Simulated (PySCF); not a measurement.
Method: PySCF with PBE0-D3(BJ)/def2-TZVP. Isolated molecules, 0 K electronic values unless said otherwise. 

Reference species (SMILES): `[F][GaH2]` (neutral, multiplicity 1).

dipole moment: 2.23 D
HOMO–LUMO gap: 7.35 eV

Changed species: `[GaH3]` (0 of 3 H replaced by F; the reference has 1 of 3 H replaced by F).

**Question.** Give the shifts of the dipole moment and HOMO–LUMO gap.

**Answer.** the dipole moment decreases by 2.23 D, to 0.00 D; the HOMO–LUMO gap drops by 0.58 eV, to 6.77 eV.
